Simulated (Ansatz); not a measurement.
Geometry optimisation, Ansatz, RKS CAM-B3LYP-D4/def2-SVP.

The input (input.yaml):

```yaml
crystal:
  periodic: [false, false, false]
  atoms:
    - { symbol: Sn, position_ang: [0.141555, -0.12389, -0.023469] }
    - { symbol: H, position_ang: [-0.027122, -0.011281, 1.691383] }
    - { symbol: O, position_ang: [2.066342, -0.27496, -0.345052] }
    - { symbol: H, position_ang: [2.301712, -0.472231, -1.262504] }
    - { symbol: Cl, position_ang: [-0.646461, 1.766918, -1.126837] }
    - { symbol: Cl, position_ang: [-0.891139, -1.99815, -0.937781] }
    - { symbol: F, position_ang: [-2.509007, 0.079875, 1.504694] }
    - { symbol: H, position_ang: [-1.836282, 0.081619, 2.140065] }
basis:
  gaussian: { orbitals: def2-SVP }
hamiltonian:
  xc: cam_b3lyp
  dispersion: d4
relax:
  f_tol: 0.03
  max_steps: 50
output:
  orbitals: {}
```

Launched with:

```bash
$ ansatz run input.yaml --threads 4 --pin off --max-ram 5120MiB --backend cpu --events-out ev --progress --plain --runs-dir out
```

Problem. Where does it end, and by what steps?

Solution. The forces met the threshold. The force dipped under the threshold on the way, but the program's further checks kept it going. After 29 steps the energy has fallen by 0.334 eV; H8 moved furthest, 1.32 Å.

```tsv
step	energy less start (eV)	largest force component (eV/Å)	accepted
0	0.0000	0.472	yes
2	-0.0329	0.672	yes
4	-0.0750	0.913	yes
6	-0.1025	0.227	yes
8	-0.1081	0.098	yes
10	-0.0766	1.832	no
12	-0.1114	0.608	no
14	-0.1147	0.204	yes
16	-0.1236	0.268	yes
18	-0.0725	2.091	no
20	-0.1603	0.279	yes
22	-0.2215	0.145	yes
24	-0.2308	1.820	yes
26	-0.3294	0.195	yes
28	-0.3341	0.064	yes
29	-0.3344	0.029	yes
```

```xyz
8
Properties=species:S:1:pos:R:3
Sn 0.284 0.025 0.286
H 0.629 0.239 1.919
O 1.984 -0.437 -0.571
H 1.940 -0.513 -1.534
Cl -0.574 1.822 -0.919
Cl -1.134 -1.821 -0.200
F -2.150 0.259 1.559
H -2.379 -0.526 1.100
```

Whether the end is a true minimum wasn't checked by a vibrational analysis.

The run took 69 s on 4 threads of Arm Neoverse V1, with other jobs on the host, peak memory 0.31 GiB.
